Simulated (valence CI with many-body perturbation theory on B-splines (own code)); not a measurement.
## Sm L: calculated level list

Level of theory: relativistic CI+MBPT: three valence electrons over a frozen Dirac-Fock core [Ne], a basis of 9 s, 9 p, 8 d, 6 f, 3 g, 1 h functions for each j, with the one-electron correlation potential Σ1 (screened to all orders), the two-electron term Σ2, the three-electron term Σ3, Breit, model QED; selected single and double excitations, second order for the rest, scaled by the run's own slope (own B-spline code, finite nucleus).

No measured spectrum was set against this ion. As an estimate, large intervals hold to a few tenths of a per cent, small ones and those within an open d or f shell to about a per cent.

Levels 1 to 37 of 37, with energies above the lowest level, (3s^2 3p1/2) J=1/2. "Leading %" is the weight of the configuration and term that name the level; weights of strongly mixed levels are sums over their largest components and can fall short. In the jj column 3d3/2^4 stands for four electrons in 3d with j = 3/2. Lifetimes count E1, E2, E3, M1 and M2 decay at the calculated energies, and are blank where another channel may lead or the interval is too uncertain; long ones can be off by a factor of two.

```tsv
No.	Configuration	Term	J	E (Ry)	Leading %	Leading jj	g	Lifetime
1	3s2 3p	2P°	1/2	0.000	99	3s^2 3p1/2 (99 %)	0.654	
2	3s 3p2	4P	1/2	9.274	59	3s 3p1/2^2 (97 %)	2.202	48.4 ps
3	3s2 3p	2P°	3/2	11.585	99	3s^2 3p3/2 (99 %)	1.325	47.0 ns
4	3s 3p2	4P	3/2	19.194	91	3s 3p1/2 3p3/2 (99 %)	1.651	308 ps
5	3s 3p2	2D	5/2	20.217	56	3s 3p1/2 3p3/2 (96 %)	1.355	126 ps
6	3s 3p2	2D	3/2	21.538	56	3s 3p1/2 3p3/2 (83 %)	0.952	4.36 ps
7	3s 3p2	2P	1/2	22.146	71	3s 3p1/2 3p3/2 (96 %)	1.222	1.33 ps
8	3s2 3d	2D	3/2	25.233	83	3s^2 3d3/2 (83 %)	0.832	1.02 ps
9	3s2 3d	2D	5/2	27.310	92	3s^2 3d5/2 (92 %)	1.222	9.02 ps
10	3p3	2P°	3/2	30.808	34	3p1/2^2 3p3/2 (75 %)	1.206	5.38 ps
11	3s 3p2	4P	5/2	31.718	51	3s 3p3/2^2 (93 %)	1.397	4.07 ps
12	3s 3p 3d	4F°	3/2	31.829	73	3s 3p1/2 3d3/2 (86 %)	0.575	13.1 ps
13	3s 3p 3d	4F°	5/2	32.576	49	3s 3p1/2 3d3/2 (95 %)	1.037	62.9 ps
14	3s 3p2	2S	1/2	33.765	69	3s 3p3/2^2 (98 %)	1.883	1.88 ps
15	3s 3p 3d	4D°	1/2	34.104	63	3s 3p1/2 3d3/2 (97 %)	0.374	1.43 ps
16	3s 3p2	2P	3/2	34.169	64	3s 3p3/2^2 (97 %)	1.197	936 fs
17	3s 3p 3d	4D°	3/2	34.326	40	3s 3p1/2 3d3/2 (83 %)	1.310	1.23 ps
18	3s 3p 3d	4P°	5/2	35.279	38	3s 3p1/2 3d5/2 (98 %)	1.350	7.23 ps
19	3s 3p 3d	4F°	7/2	35.967	50	3s 3p1/2 3d5/2 (96 %)	1.248	11.0 ps
20	3s 3p 3d	2F°	5/2	36.623	49	3s 3p1/2 3d5/2 (94 %)	1.052	8.08 ps
21	3s 3p 3d	2D°	3/2	36.933	41	3s 3p1/2 3d5/2 (78 %)	1.132	2.94 ps
22	3p3	2D°	5/2	42.086	71	3p1/2 3p3/2^2 (71 %)	1.150	2.47 ps
23	3p3	2D°	3/2	42.383	45	3p1/2 3p3/2^2 (89 %)	1.377	1.11 ps
24	3p2 3d	2D	3/2	43.208	38	3p1/2^2 3d3/2 (98 %)	0.766	9.19 ps
25	3p3	2P°	1/2	43.217	84	3p1/2 3p3/2^2 (84 %)	0.676	1.59 ps
26	3s 3p 3d	4D°	3/2	44.274	42	3s 3p3/2 3d3/2 (98 %)	1.321	1.68 ps
27	3s 3p 3d	4P°	1/2	44.359	85	3s 3p3/2 3d3/2 (97 %)	2.273	2.00 ps
28	3s 3p 3d	4D°	5/2	44.376	48	3s 3p3/2 3d3/2 (83 %)	1.256	1.31 ps
29	3s 3p 3d	4F°	7/2	44.602	40	3s 3p3/2 3d3/2 (84 %)	1.270	2.12 ps
30	3s 3p 3d	4F°	9/2	45.697	100	3s 3p3/2 3d5/2 (100 %)	1.325	61.2 ns
31	3s 3p 3d	2D°	3/2	46.066	63	3s 3p3/2 3d3/2 (70 %)	0.995	1.06 ps
32	3p2 3d	2D	5/2	46.583	29	3p1/2^2 3d5/2 (96 %)	1.194	5.80 ps
33	3s 3p 3d	4P°	5/2	47.031	32	3s 3p3/2 3d5/2 (68 %)	1.240	1.95 ps
34	3s 3p 3d	2F°	5/2	47.197	50	3s 3p3/2 3d3/2 (61 %)	1.042	934 fs
35	3s 3p 3d	2P°	1/2	47.370	70	3s 3p3/2 3d3/2 (84 %)	0.608	719 fs
36	3s 3p 3d	2F°	7/2	47.749	74	3s 3p3/2 3d5/2 (86 %)	1.203	3.68 ps
37	3s 3p 3d	2P°	3/2	47.816	44	3s 3p3/2 3d5/2 (67 %)	1.165	2.07 ps
```

The ionisation energy to 3s2 1S_0 of the next ion comes out as 4338.6 eV (NIST: 4337 ± 4 eV (theoretical)). All 37 levels together are meant to be complete up to 47.909 Ry.
